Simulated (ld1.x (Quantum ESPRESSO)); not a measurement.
## Pseudopotential generation for Ir (Z = 77): PAW, PBE, fully relativistic.

| Property | Result |
| --- | --- |
| Element | iridium (Ir) |
| Generator | ld1.x (Quantum ESPRESSO) 7.5 |
| Type | PAW |
| Functional | PBE |
| Relativity | fully relativistic |
| Frozen core | [Xe] 4f14 |
| Valence charge | 9 |
| Reference configuration | 5d7 6s2 6p0 |
| Partial waves | 6s (bound): rcut 1.75, rcutus 2.40 bohr; 6s channel at -0.1 Ry: rcut 1.75, rcutus 2.40 bohr; 6p (bound, empty): rcut 2.40, rcutus 3.10 bohr; 6p channel at 1.9 Ry: rcut 2.40, rcutus 3.10 bohr; 5d (bound): rcut 1.75, rcutus 2.40 bohr; 5d channel at -0.2 Ry: rcut 1.75, rcutus 2.40 bohr |
| Local potential | all-electron potential smoothed inside 2.35 bohr (lloc = -2) |
| Core correction | Bessel-smoothed model core, default radius (core density twice the valence density) |
| Augmentation charge | BG, radius 1.80 bohr |

Open shells are filled in proportion to 2j + 1 (rel_dist='average').

All-electron outer shells of the reference configuration (PBE, scalar-relativistic, ld1.x):

| shell | level (eV) | outermost node (bohr) | outermost maximum (bohr) |
| --- | --- | --- | --- |
| 4f | -62.19 | – | 0.39 |
| 5p | -54.70 | 0.54 | 1.01 |
| 5d | -7.15 | 0.59 | 1.29 |
| 6s | -6.33 | 1.17 | 2.38 |
| 6p | -1.22 | 1.39 | 3.47 |

Does the generator finish with these settings?

Yes, a potential is produced and its reference levels are reproduced.

Tests: 5d7 6s1 6p0; 5d7 6s0 6p0; 5d6 6s0 6p0; 5d6 6s2 6p0; 5d7.5 6s1.5 6p0; 5d7 6s0 6p1; 5d7 6s1.5 6p0. Which has the largest error in its energy relative to the reference configuration, and how large is it?

5d6 6s0 6p0, with -108 meV (all-electron minus pseudo) on +57.90 eV.

The ghost test of this file was not conclusive.
